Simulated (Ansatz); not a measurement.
A made-up structure of BH₃TeS, singlet:

```
6
angstrom
B -0.7209 -0.6576 0.9180
Te -0.8978 0.3455 -0.9120
S 1.6545 -0.9899 1.0101
H -2.4726 0.7346 -1.3859
H 0.4793 0.7091 -1.8218
H 1.9030 0.0804 1.7827
```

It is relaxed with PBE-D4/def2-SVP and then PBE0-D4/def2-TZVP (Ansatz 0.2.0). Atoms count as bonded within 1.22 times the sum of their covalent radii (H–H: 0.88 Å). The end point is not checked to be a true minimum.

**Question.** Does its bonding change? (Judge from chemistry; the calculation decides.)

**Answer.** By the calculation: Yes. Formed: B1–S3; broken: none.

Where it ends: The first stage lowers the energy by 2.45 eV in 18 steps. It ends as BH₃TeS ([SH][B][TeH2]):
B1  (-0.161, 0.007, 0.997)
Te2  (-0.701, 1.055, -0.959)
S3  (1.520, -0.606, 1.021)
H4  (-1.979, 0.032, -1.188)
H5  (-0.227, 0.736, -2.590)
H6  (1.493, -1.002, 2.310)
(Å)

Labels in which every atom is bracketed show which atoms are joined, not bond orders.

For scale, one of the runs: PBE0-D4/def2-TZVP relaxation, 136 basis functions, launched by `ansatz run in.yaml --threads 2 --pin off --events-out ev --progress --plain --max-ram 4352MiB`. The run took about 26 s on 2 CPU threads of an Arm Neoverse V2 (shared host).
